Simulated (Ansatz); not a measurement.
A geometry relaxed with CAM-B3LYP-D3(BJ)/def2-TZVP (Ansatz, a program for electronic structure), charge 0, multiplicity 1:

```xyz
4

F      1.6215    -0.5033    -0.6319
H     -0.1388     1.6159     0.5741
In    -0.1784     0.0554    -0.0901
H     -1.3043    -1.1680    -0.4274
```

Task: Write the SMILES of this molecule.

Result: `[F][InH2]`
